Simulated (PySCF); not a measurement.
# Which determinant of HgF lies lowest?

Unrestricted PBE0; basis Hg def2-SVPD with ECP60, F def2-SVPD; scalar-relativistic core potentials; PySCF 2.14. Outer shells of the fragments: Hg 5d10 6s2; F 2s2 2p5.

Followed along the bond (rough minima from three points):

```json
{"2Ms+1": "2", "unpaired": "σ ↑", "⟨S²⟩ at the start": "0.76", "R at minimum (Å)": "2.08", "Te (eV)": "0.00"}
{"2Ms+1": "4", "unpaired": "σ ↑↑, π ↑", "⟨S²⟩ at the start": "3.76", "R at minimum (Å)": "none in the scan", "Te (eV)": "≤ 7.14"}
```

Solutions found at the starting distance of 1.990 Å, counted from the lowest of them; the search is not exhaustive and high or unbound solutions are not listed, so other states can lie among these:

```
2Ms+1   unpaired   term  E (eV)  ⟨S²⟩  ⟨Lz²⟩  μ (D)
    2        σ ↑    ²Σ⁺    0.00  0.76   0.00  -3.18
    2        π ↑     ²Π    3.25  0.75   1.01   1.09
    2        π ↑     ²Π    5.35  0.80   1.01  -3.37
    4  σ ↑↑, π ↑     ⁴Π    7.61  3.76   1.03  -0.19
    4  σ ↑, π ↑↑  mixed    7.62  3.75   2.01   1.03
    4  σ ↑, π ↑↑  mixed    7.75  3.76   2.01   1.19
    4  σ ↑↑, π ↑     ⁴Π    8.92  3.75   1.00   0.48
    4      σ ↑↑↑    ⁴Σ⁺    9.18  3.75   0.00  -0.11
```

A term symbol is given only where ⟨S²⟩ and ⟨Lz²⟩ are close to those of a pure state; real π, δ and φ orbitals otherwise mix terms. A positive dipole means Hg(−)F(+).

Spin–orbit coupling is left out. Counting both spins, an empty level lies below a filled one in some of these solutions, because spin and occupation are held.
